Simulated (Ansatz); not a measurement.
```xyz
12

B     1.3301    0.0000    0.0000
N     0.6476    1.1216    0.0000
B    -0.6650    1.1519    0.0000
N    -1.2951    0.0000    0.0000
B    -0.6650   -1.1519    0.0000
N     0.6476   -1.1216    0.0000
H     2.4432    0.0000    0.0000
H     1.1128    1.9274    0.0000
H    -1.2216    2.1158    0.0000
H    -2.2256    0.0000    0.0000
H    -1.2216   -2.1158    0.0000
H     1.1128   -1.9274    0.0000
```

Basis set: 6-31G* (spherical functions). Left uncorrelated: 6 orbitals. Charge 0, multiplicity 1.

Computed with Ansatz (development build ahead of 0.2.0); each method stands on the lowest determinant of its kind that the runs found. Restricted open shells among the atoms or ions are ROHF, correlated in semicanonical orbitals with singles.

Problem. Give the atomization energy at this shape (free ground-state atoms in the same class of orbitals less the molecule, no zero-point energy) of singlet B3N3H6 by RHF-MP2, RHF.

Solution.

| method | atomization energy |
| --- | --- |
| RHF-MP2 | 46.35 eV |
| RHF | 36.83 eV |

Caution: no unrestricted run beside it, a lower state can exist; the shape is not the minimum.
